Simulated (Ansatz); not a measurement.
Cl₂, charge +1, doublet, geometry from GFN2-xTB (a state made from the parent by changing its charge; the spin is typed, not shown lowest); PBE/def2-SVP (Ansatz, a first-principles code).

Ansatz was given this input:
Ansatz 0.2 input:
```yaml
crystal:
  periodic: [false, false, false]
  atoms:
    - {symbol: Cl, position_ang: [-0.00000000, -0.00000000, -0.98043196]}
    - {symbol: Cl, position_ang: [0.00000000, 0.00000000, 0.98043196]}
basis:
  gaussian:
    orbitals: def2-SVP
hamiltonian:
  xc: pbe
total_charge: 1
magnetization: {spin_polarized: true, initial_magnetization: 1}
```

Question: What does Ansatz print? Leave out banner, timings and long lists.

Answer: 
```
Functional definition: PBE
390 factors; their error is unknown
mean field evaluation 1: about -25014.4227 eV, gradient 9.9e0 eV
mean field evaluation 2: about -25014.5598 eV, gradient 8.2e0 eV
mean field evaluation 4: about -25014.8457 eV, gradient 2.7e0 eV
mean field evaluation 8: about -25014.8909 eV, gradient 1.0e-1 eV
mean field evaluation 16: about -25014.8634 eV, gradient 1.2e-3 eV
mean field -25014.86342670 eV, -919.2792752477 hartree, gradient 3.1e-7 eV, S^2 0.750961; 1 other end points of the search recorded, 0 dependent functions left out
reference -25014.86344252 eV, -919.2792758292 hartree; 17, 16 occupied and 19, 20 virtual orbitals, 390 factors
Total energy: -25014.86344252 eV, -919.2792758292 hartree
```
